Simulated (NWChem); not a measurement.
System: Si$_{2}$H$_{4}$O$_{2}$; SMILES [SiH2]1O[SiH2]O1

```xyz
8

O      1.1956     0.0000     0.0000
Si     0.0000     1.2053     0.0000
O     -1.1956     0.0000     0.0000
Si     0.0000    -1.2053     0.0000
H      0.0000     2.0463    -1.2254
H      0.0000     2.0463     1.2254
H      0.0000    -2.0463     1.2254
H      0.0000    -2.0463    -1.2254
```
Atoms are numbered in this order, from 1.

Program: NWChem. Pople sets run with spherical d functions. The geometry was optimised at PBE0/def2-SVP. Vertical excitations in the gas phase; the lowest state need not have the same character in each row.

Problem. Order these by “lowest excitation, singlet (eV)”, lowest first: Hartree-Fock/6-31+G*, TDHF; B3LYP/6-31+G*, full TDDFT; BHandHLYP/6-31+G*, full TDDFT; PBE/6-31+G*, full TDDFT.

Solution. PBE/6-31+G*, full TDDFT (5.57), B3LYP/6-31+G*, full TDDFT (6.26), BHandHLYP/6-31+G*, full TDDFT (7.08), Hartree-Fock/6-31+G*, TDHF (8.21)
